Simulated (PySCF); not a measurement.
Correlation energy of Ca(2+) (calcium, charge +2)

[Ar], closed-shell 1S. All numbers are calculated (PySCF 2.14, scalar relativity by spin-free X2C-1e, in ANO-RCC-VTZP (6s5p2d1f, 38 functions)). Frozen: [Ne]; 8 electrons correlated.

```tsv
level	correlation energy (mhartree)
CCSD	-231.89
(T)	-4.44
CCSD(T)	-236.33
CCSDT	-236.60
```

Diagnostics: T1 = 0.0013, D1 = 0.0020, largest double amplitude 0.029.

Q: Is a single reference adequate?

A: Yes: T1 lies below 0.03 and no double amplitude reaches 0.07.
